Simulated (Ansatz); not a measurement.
Geometry optimisation, Ansatz, RKS PBE/def2-SVP.

Input file:

```yaml
crystal:
  periodic: [false, false, false]
  atoms:
    - { symbol: "N", position_ang: [-0.82844, 1.24471, 0.50367] }
    - { symbol: Si, position_ang: [0.08732, -0.03699, 0.15652] }
    - { symbol: O, position_ang: [1.0272, -0.71391, 1.26588] }
    - { symbol: S, position_ang: [0.45878, -1.25663, -1.55613] }
    - { symbol: H, position_ang: [-1.42695, 1.69276, -0.17157] }
    - { symbol: H, position_ang: [1.55728, -1.47136, 1.03369] }
    - { symbol: H, position_ang: [-0.36557, -0.57697, -2.34626] }
basis:
  gaussian: { orbitals: def2-SVP }
hamiltonian:
  xc: pbe
relax:
  f_tol: 0.015
  max_steps: 40
```

Run as:

```bash
$ ansatz run input.yaml --threads 1 --pin off --max-ram 2048MiB --backend cpu --events-out ev --progress --plain --runs-dir out
```

Where does it end, and by what steps?

The forces met the threshold. After 7 steps the energy has fallen by 0.107 eV; H7 moved furthest, 0.09 Å.

```csv
step,energy less start (eV),largest force component (eV/Å),accepted
0,0.0000,1.757,yes
1,-0.0741,0.975,yes
2,-0.0984,0.435,yes
3,-0.1026,0.280,yes
4,-0.1057,0.114,yes
5,-0.1064,0.127,yes
6,-0.1072,0.043,yes
7,-0.1075,0.013,yes
```

```xyz
7
Properties=species:S:1:pos:R:3
N -0.809 1.227 0.510
Si 0.095 -0.055 0.142
O 1.041 -0.697 1.342
S 0.433 -1.250 -1.619
H -1.404 1.644 -0.216
H 1.581 -1.470 1.107
H -0.427 -0.518 -2.380
```

Time of the run: 37 s on 1 thread of Intel(R) Xeon(R) Platinum 8488C (Sapphire Rapids) (shared host), peak memory 0.15 GiB.
